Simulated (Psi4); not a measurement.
Internal rotation in SMILES O[SiH2]F (H3FOSi). Scanned: dihedral H4–O1–Si2–F3; all other coordinates were relaxed at GFN2-xTB. Points at φ and −φ are mirror images.

Geometry of the scan point at 80° (Å):
```
6

O      1.1505    -0.4015    -0.2452
Si    -0.4104    -0.0805    -0.0025
F     -0.8247     1.1599    -0.9398
H      1.8691     0.0840     0.1495
H     -1.0902    -1.2449    -0.5197
H     -0.7042     0.3730     1.3451
```

Computed with Psi4 with DF-MP2 (frozen core)/cc-pVTZ // GFN2-xTB.

Scanned values (°): -160, -140, -120, -100, -80, -60, -40, -20, 0, 20, 40, 60, 80, 100, 120, 140, 160, 180.

Question: Describe the profile: where are the wells and the tops?

Answer: Lower than their neighbours: -60° (0.0 kcal/mol), 60° (0.0 kcal/mol). Higher than their neighbours: 0° (1.1 kcal/mol), 180° (1.5 kcal/mol). The whole profile spans 1.5 kcal/mol.
